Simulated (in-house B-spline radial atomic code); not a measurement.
How numerical settings move a run on Ne⁺, [He] 2s2 2p5. Computed with a B-spline radial code for spherical atoms: non-relativistic BP86, spin-polarised, spherical fractional occupations, point nucleus.

Command:
```bash
python run_scf.py task.json out
```
Settings of the sound reference run:
```
Z                10
electrons        9
configuration    [He] 2s2 2p5
hamiltonian      nr
method           b88,p86
spin_polarised   True
knot_spacing     0.22
spline_order     8
gauss_points     12
box_radius       35.29
max_iterations   70
damping          0.5
damped_steps     3
diis_vectors     10
tolerance        1e-08
start            Thomas-Fermi
```

Time taken, with all properties: 0.11 s on 1 thread of Intel(R) Xeon(R) 6975P-C, with other jobs on the host.

It converges in 10 iterations to -128.163405 hartree, with 2p down at -31.3046 eV. The other runs change the listed settings, some to values that make no sense; their results aren't properties of the atom or ion. Radii are in bohr (the nuclear one in fm), a minus after a letter asks for a j subshell, and «unchanged» means within 1e-8 hartree. The run stops when the residual is below 10 × tolerance × max(1, Z/10), or a noise floor if that is larger, and the energy moves by less than 1e-8 × √|E| hartree; so very loose and very tight tolerances often act alike.

```tsv
changed settings	outcome
electrons = 12, configuration = [He] 2s2 2p5 3s3, max_iterations = 75	stopped with error: shell 3s holds at most 1 electrons (per spin)
max_iterations = 3	not converged after 3 iterations, last residual 3.9e-02, last energy +4.28e-02 hartree from the reference
electrons = 10, configuration = [He] 2s2 2p5 3p-1, max_iterations = 100	stopped with error: j subshells need the Dirac Hamiltonian and l > 0
hamiltonian = dirac, method = hf, spin_polarised = False, nucleus = fermi, rms_radius = 3.0055, mass_number = 20, atomic_mass = 19.99244, speed_of_light = 7.495869	stopped with error: Z/c is past the critical charge
knot_spacing = 1, max_iterations = 50, diis_vectors = 2, tolerance = 0.01	converged in 8 iterations, energy +2.11e-01 hartree from the reference, 2p down level -2.3e-01 eV
first_knot = 0.001	converged in 10 iterations, energy +8.67e-07 hartree from the reference, 2p down level +2.6e-06 eV
knot_spacing = 0.4, spline_order = 10, max_iterations = 75, damped_steps = 1	converged in 9 iterations, energy +2.75e-06 hartree from the reference, 2p down level -2.0e-05 eV
damped_steps = 1	converged in 8 iterations, energy unchanged, 2p down level -2.0e-06 eV
first_knot = 0.3	converged in 10 iterations, energy +3.07e-04 hartree from the reference, 2p down level -4.0e-05 eV
damped_steps = 8	converged in 13 iterations, energy unchanged, 2p down level +1.9e-06 eV
first_knot = 0.01	converged in 10 iterations, energy +1.31e-06 hartree from the reference, 2p down level +3.0e-06 eV
damped_steps = 30	converged in 20 iterations, energy unchanged
first_knot = 0.0001	converged in 8 iterations, energy -5.04e-07 hartree from the reference, 2p down level -7.1e-05 eV
first_knot = 0.1	converged in 10 iterations, energy +2.08e-06 hartree from the reference, 2p down level +8.9e-06 eV
knot_spacing = 1, first_knot = 0.3, max_iterations = 75, damped_steps = 0, start = bare nucleus	converged in 9 iterations, energy +7.33e-01 hartree from the reference, 2p down level -4.7e-02 eV
max_iterations = 12	converged in 10 iterations, energy unchanged
```

What happens with gauss_points = 16, first_knot = 1e-05, max_iterations = 2, start = bare nucleus?

Not converged after 2 iterations, last residual 4.4e-01, last energy +1.05e+01 hartree from the reference.

What happens with max_iterations = 5?

Not converged after 5 iterations, last residual 3.6e-03, last energy +3.59e-04 hartree from the reference.

What happens with first_knot = 0.03?

Converged in 10 iterations, energy +1.12e-06 hartree from the reference, 2p down level +2.0e-06 eV.

What happens with first_knot = 1e-05?

Converged in 8 iterations, energy +1.45e-06 hartree from the reference, 2p down level -6.4e-05 eV.
